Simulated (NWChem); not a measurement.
Species: C₂H₂ClF; SMILES C(/F)=C/Cl

All runs: NWChem. Pople sets run with spherical d functions. The level has its own optimisation; frequencies are unscaled. Brackets give each atom's bonded neighbours.

Question: Predict the results for B3LYP/6-31G*. Quantities: r C–F (Å); r C–C (Å); r C–H [C(CFH)–H(C)] (Å); r C–Cl (Å); highest harmonic frequency (cm⁻¹); lowest (cm⁻¹); zero-point energy (kcal/mol).

Answer: 
- r C–F (Å): 1.337
- r C–C (Å): 1.329
- r C–H [C(CFH)–H(C)] (Å): 1.086
- r C–Cl (Å): 1.736
- highest harmonic frequency (cm⁻¹): 3263
- lowest (cm⁻¹): 198
- zero-point energy (kcal/mol): 22.5
